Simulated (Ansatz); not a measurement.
```xyz
11

C    -0.7360   -1.8838   -0.3009
Si   -0.3449   -0.1064    0.1026
S     1.6433    0.3321   -0.5595
P     1.7860    2.3605    0.0314
H    -0.0403   -2.5592    0.2013
H    -0.6750   -2.0616   -1.3766
H    -1.7490   -2.1286    0.0294
H    -1.2870    0.8239   -0.5770
H    -0.4234    0.1471    1.5669
H     0.5425    2.8310   -0.4750
H     1.2838    2.2448    1.3575
```

Total charge 0; spin multiplicity 1.

(1) List the r2SCAN/def2-TZVPP orbital energies in eV (Ansatz). (Best estimate.)

## Answers

(1) Ansatz gave: Occupied: -2409.06, -2089.16, -1791.40, -272.93, -213.50, -176.53, -157.57, -157.48, -157.38, -141.80, -126.05, -125.99, -125.89, -96.71, -96.64, -96.63, -19.49, -18.43, -15.62, -13.05, -10.77, -10.73, -10.26, -9.68, -8.83, -8.65, -8.02, -6.65, -6.45. Lowest empty: -1.14, -0.28, -0.05, 0.62, 1.13, 1.50, 1.75, 2.29.
